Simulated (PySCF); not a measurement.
Input for PySCF:
```python
from pyscf import gto, scf, mcscf, mrpt
import numpy

mol = gto.M(
    atom='''
C    -0.74040000    1.61040000   -0.38600000
Si    0.15670000    0.12370000    0.39590000
C     1.63230000   -0.41480000   -0.68220000
C    -1.05210000   -1.32390000    0.66120000
Cl    0.87660000    0.69880000    2.22140000
H    -1.15340000    1.35470000   -1.35670000
H    -1.55970000    1.95240000    0.24000000
H     0.47262000    3.12312000   -0.63872000
H     2.17870000   -1.23500000   -0.22560000
H     1.30320000   -0.74520000   -1.66300000
H     2.33300000    0.40190000   -0.82950000
H    -1.44460000   -1.68750000   -0.28310000
H    -1.89710000   -1.02660000    1.27570000
H    -0.56680000   -2.15960000    1.15830000
''',
    basis='sto-3g',
    spin=2,
    verbose=3,
)

mf = scf.ROHF(mol)
mf.kernel()
mc = mcscf.CASSCF(mf, 6, 6)
mc.fix_spin_(ss=2.0)
mc.kernel()
occ = numpy.linalg.eigvalsh(mc.fcisolver.make_rdm1(mc.ci, mc.ncas, mc.nelecas))[::-1]
ss = mc.fcisolver.spin_square(mc.ci, mc.ncas, mc.nelecas)[0]
print('natural occupations', occ.round(4), ' <S^2>', round(ss, 4))
e2 = mrpt.NEVPT(mc).kernel()
print('E(NEVPT2) = %.10f' % (mc.e_tot + e2))
```

What does this run give for the nuclear repulsion energy, total energy, NEVPT2 correction, SCF-reference Mulliken (on the basis functions themselves) charges in atom order, number of basis functions?


- nuclear repulsion energy = 295.4096 Eh
- total energy = -857.7330 Eh
- NEVPT2 correction = -0.1683 Eh
- SCF-reference Mulliken (on the basis functions themselves) charges in atom order = C1 -0.26, Si2 0.94, C3 -0.36, C4 -0.36, Cl5 -0.42, H6 0.04, H7 0.05, H8 0.00, H9 0.06, H10 0.06, H11 0.06, H12 0.06, H13 0.06, H14 0.07
- number of basis functions = 42

These values belong to the state on which the SCF converged, which isn't shown to be the lowest.
